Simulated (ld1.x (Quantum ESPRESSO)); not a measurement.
Scattering properties, RRKJ potential for cerium (Ce)

* Element: cerium (Ce)
* Generator: ld1.x (Quantum ESPRESSO) 7.5
* Type: norm-conserving RRKJ (Kleinman–Bylander form)
* Functional: LDA (PZ)
* Relativity: scalar-relativistic
* Frozen core: [Kr] 4d10
* Valence charge: 12
* Reference configuration: 4f1 5s2 5p6 5d1 6s2 6p0
* Partial waves: 5p (bound): rc 2.65 bohr; 5d (bound): rc 3.65 bohr; 4f (bound): rc 1.75 bohr; 5s (bound): rc 2.45 bohr
* Local potential: the s channel
* Core correction: none
* rho0: 0.02

Occupied shells without a wave of their own: 6s. They enter only through the test configuration that unscreens the potential.

The phase is arctan(r·u′/u) with u = r·R(r), unwrapped; energies in Ry, scanned from -5 to 5 Ry. A pole is an energy at which the radial function vanishes at the test radius. The pseudo phase is shifted by a multiple of π to meet the all-electron one at the reference energy, and phase errors are pseudo minus all-electron; the curves can meet again beyond the range given. Levels narrower than the energy grid can be missing from the lists of poles. n/a: not evaluated, since a narrow level or a reset projector energy made the automatic matching unsafe.

Q: For each channel, where are the poles, and over which energies does the pseudopotential scatter like the atom?

A:

```json
{"channel": "s", "radius (bohr)": "3.94", "reference energy (Ry)": "-2.99", "poles, all-electron": "0.73, 4.94", "poles, pseudo": "0.26, 3.24", "unbroken range about the reference energy with phases within 0.05 rad": "n/a", "phase error 1 Ry above the reference energy (rad)": "n/a"}
{"channel": "p", "radius (bohr)": "3.94", "reference energy (Ry)": "-1.71", "poles, all-electron": "-1.68, 1.48", "poles, pseudo": "-1.68, 1.50", "unbroken range about the reference energy with phases within 0.05 rad": "below 2.9", "phase error 1 Ry above the reference energy (rad)": "+0.000"}
{"channel": "d", "radius (bohr)": "3.94", "reference energy (Ry)": "-0.23", "poles, all-electron": "0.03, 2.89", "poles, pseudo": "0.03, 2.99", "unbroken range about the reference energy with phases within 0.05 rad": "below 1.0", "phase error 1 Ry above the reference energy (rad)": "+0.016"}
{"channel": "f", "radius (bohr)": "3.94", "reference energy (Ry)": "-0.41", "poles, all-electron": "-0.40, 1.81", "poles, pseudo": "-0.40, 1.78", "unbroken range about the reference energy with phases within 0.05 rad": "below 0.6", "phase error 1 Ry above the reference energy (rad)": "-0.041"}
```

The potential misses its own reference levels by up to 1.1 eV, so it is not fit for use.

Phases in the f channel:

```csv
E (Ry),all-electron,pseudo
-5.00,1.460,1.460
-4.48,1.455,1.455
-3.96,1.448,1.448
-3.44,1.440,1.440
-2.92,1.429,1.429
-2.40,1.417,1.417
-1.88,1.399,1.399
-1.36,1.374,1.374
-0.84,1.333,1.332
-0.32,-1.812,-1.813
0.20,-2.015,-2.021
0.72,-3.007,-3.087
1.24,-4.467,-4.486
1.76,-4.700,-4.707
2.28,-4.828,-4.829
2.80,-5.057,-5.024
3.32,-6.923,-6.360
3.84,-7.657,-7.572
4.36,-7.781,-7.738
4.88,-7.842,-7.806
```
